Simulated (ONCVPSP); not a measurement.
u(r) = r·R(r): atom against pseudo-atom (rhenium)

Columns: radius, all-electron u(r) and pseudo u(r) of the 5p shell (level -63.66 eV) of rhenium in the configuration [Kr] 4d10 4f14 5s2 5p6 5d5; PBE, scalar-relativistic, ONCV scheme, ONCVPSP 4.0.1.

```csv
r (bohr),all-electron,pseudo
0.138,0.3693,0.0389
0.275,-0.3062,0.1545
0.413,-0.5121,0.3245
0.550,-0.0393,0.5141
0.688,0.5031,0.7086
0.825,0.8645,0.8659
0.963,1.0339,0.9714
1.100,1.0590,1.0320
1.238,0.9969,0.9966
1.375,0.8912,0.8910
1.513,0.7687,0.7686
1.650,0.6480,0.6479
1.788,0.5359,0.5359
1.925,0.4380,0.4379
2.062,0.3543,0.3543
2.200,0.2838,0.2838
2.338,0.2258,0.2258
2.475,0.1789,0.1790
2.613,0.1409,0.1409
2.750,0.1107,0.1108
2.888,0.0866,0.0866
3.025,0.0676,0.0676
3.162,0.0526,0.0526
3.300,0.0408,0.0408
3.438,0.0316,0.0316
3.575,0.0245,0.0245
```

**Question.** How many radial nodes do the two functions have?

**Answer.** The all-electron 5p function has n − l − 1 = 3 (the table is too coarse to show those close to the nucleus); the pseudo-wave has 0, since the states of the same l below it are removed with the core.

**Question.** At about which radius was the pseudo-wave matched?

**Answer.** 1.25 bohr, where the columns begin to agree (steps of 0.14 bohr).

**Question.** Where does each function peak?

**Answer.** Outermost all-electron maximum near 1.10 bohr, pseudo maximum near 1.10 bohr (to the table’s step).

**Question.** Is the pseudo-wave norm-conserving?

**Answer.** Yes: the ONCV scheme keeps the norm inside the radius equal to the all-electron one, which fixes the energy derivative of the logarithmic derivative at the level.
